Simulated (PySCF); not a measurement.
A structure optimised at PBE0-D3(BJ)/def2-TZVPD, used in a PySCF frequency run:

```xyz
3

Zn     0.0000     0.0000     0.0000
H      0.0000     0.0000    -1.5443
H      0.0000     0.0000     1.5443
```
Charge 0, spin multiplicity 1.

### Question
Write its SMILES, formula and point group.

### Answer
[ZnH2], H₂Zn, D∞h

### Question
What are its rotational constants (standard atomic weights)?

### Answer
105.11 GHz (linear rotor, B only)
